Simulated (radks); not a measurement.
Spherical quantum dot in the effective-mass picture: electrons in a well V = -V0 / (1 + exp((r - R)/a)) with V0 = 24, R = 2.44, a = 0.23, with a point charge +2 (a donor) at the centre, all in effective atomic units (hartree* = m*/eps^2 hartree, bohr* = eps/m* bohr), one dielectric constant everywhere. Method: non-relativistic Kohn-Sham, LDA (Slater exchange, Perdew-Wang correlation), spin-polarised, spherical densities; computed with a radial shooting solver with Libxc functionals. Levels are named by radial order and angular momentum (1s, 1p, 1d, 2s, ...), and open shells are averaged over m.

N = 15, configuration 1s2 1p6 1d(up 5, down 0) 2s2. This is the lowest configuration that the search found. Occupied and some empty levels:

level    occupation  eigenvalue (hartree*)  <r> (bohr*)
1s up             1                -15.539        1.089
1s down           1                -15.440        1.062
1p up             3                -14.499        1.438
1p down           3                -14.359        1.434
2s up             1                -13.442        1.127
1d up             5                -13.396        1.568
2s down           1                -13.360        1.146
1d down           0                -13.248        1.569
1f up             0                -12.063        1.664
1f down           0                -11.916        1.666
2p up             0                -11.059        1.319
2p down           0                -10.969        1.319
1g up             0                -10.517        1.743
1g down           0                -10.375        1.746

Energy (hartree*): total -280.337, kinetic 30.909, external -373.71, Hartree 71.984, exchange-correlation -9.5200.
